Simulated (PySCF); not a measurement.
FHMgS.

```xyz
4

Mg     0.0097    -0.6086     0.0000
F     -0.0110    -2.3632     0.0000
S      0.0780     1.6744     0.0000
H     -1.2640     1.7825     0.0000
```

The structure is a stationary point at B3LYP-D3(BJ)/def2-TZVP. One conformer was computed; it need not be the lowest.

Computed with PBE0/pcSseg-2 (PySCF). Non-relativistic, no solvent.

Computed absolute GIAO shielding of each atom: isotropic value and principal components (ppm):
| atom | σ(iso) | σ11 | σ22 | σ33 | span |
|---|---|---|---|---|---|
| Mg1 | 505.6 | 400.3 | 413.2 | 703.4 | 303.1 |
| F2 | 405.2 | 363.4 | 368.7 | 483.5 | 120.1 |
| S3 | 865.3 | 786.0 | 825.6 | 984.4 | 198.4 |
| H4 | 32.6 | 25.1 | 27.6 | 45.2 | 20.1 |
